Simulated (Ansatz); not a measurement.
**A substitution series on Si: F to Cl**

On one Si centre that keeps GeH3, n of the F ligands are replaced by Cl. The dipole moment y in D at wB97M-V/def2-TZVPP. Shapes: PBE0-D4/def2-TZVP. Programs: Ansatz 0.2.0.

```
    molecule  n  y (D)
  Si(GeH3)F3  0   1.98
Si(GeH3)ClF2  1   1.82
Si(GeH3)Cl2F  2      ?
 Si(GeH3)Cl3  3   1.50
```

Question: Fit y = c + s·n to the known rows and predict Si(GeH3)Cl2F.

Answer: 
1. Means of the 3 rows: n = 1.33333, y = 1.767.
2. Σ(Δn)² = 4.6667, Σ(Δn·Δy) = -0.74667, so the slope is -0.74667/4.6667 = -0.16.
3. Intercept: 1.767 − (-0.16) × 1.33333 = 1.980. The largest residual of the fit is 0.000.
4. Si(GeH3)Cl2F: 1.980 + (-0.16) × 2 = 1.66 D.

The run gave 1.66 D, so the prediction is off by 0.00 D: they agree to the digits shown. The steps are nearly additive. Other levels give for Si(GeH3)Cl2F: r2SCAN-D4/def2-TZVPP 1.60; B3LYP-D4/def2-TZVPP 1.65 D. Relativity is left out for Ge.
